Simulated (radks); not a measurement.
Results of a calculation; reference values are marked as such.
Excited configurations of Cr I: one electron is placed in a higher orbital outside [Ar] 3d5. The ground configuration is [Ar] 3d5 4s1. Code: a radial shooting solver on a logarithmic mesh with Libxc functionals. Model: scalar-relativistic Kohn-Sham, SCAN, spin-unpolarised, spherical densities, finite nucleus; meta-GGA in the generalised Kohn-Sham scheme; Fermi nuclear charge, rms radius 3.6452 fm. Excitation = E - E(ground); binding = E(ion) - E, where the ion is the core of charge +1; n* = 1/sqrt(2 binding) in atomic units, and the quantum defect is n - n*.

4p: excitation (eV) 3.129; binding (eV) 3.608; n* 1.942; quantum defect 2.058; <r> (bohr) 4.988
4d: excitation (eV) 5.265; binding (eV) 1.472; n* 3.040; quantum defect 0.960; <r> (bohr) 10.90
5d: excitation (eV) 5.835; binding (eV) 0.901; n* 3.885; quantum defect 1.115; <r> (bohr) 20.86
5f: excitation (eV) 6.147; binding (eV) 0.590; n* 4.802; quantum defect 0.198; <r> (bohr) 31.36
6p: excitation (eV) 5.797; binding (eV) 0.940; n* 3.805; quantum defect 2.195; <r> (bohr) 21.99
6d: excitation (eV) 6.139; binding (eV) 0.597; n* 4.772; quantum defect 1.228; <r> (bohr) 33.74
6f: excitation (eV) 6.318; binding (eV) 0.419; n* 5.701; quantum defect 0.299; <r> (bohr) 47.27
7p: excitation (eV) 6.123; binding (eV) 0.614; n* 4.709; quantum defect 2.291; <r> (bohr) 34.86
7d: excitation (eV) 6.311; binding (eV) 0.426; n* 5.651; quantum defect 1.349; <r> (bohr) 49.55
7f: excitation (eV) 6.422; binding (eV) 0.314; n* 6.580; quantum defect 0.420; <r> (bohr) 66.16

The Delta-SCF ionisation energy is 6.737 eV (NIST Atomic Spectra Database: 6.767 eV, measured). Self-interaction in the functional shifts the binding energies and quantum defects, so they are the method's values and not measured ones. Spin polarisation and multiplet splitting are left out, so open shells lie too high by an amount that depends on their filling.

Beside tabulated values, note that spin-unpolarised runs miss the spin-polarisation part of the exchange energy of open shells.
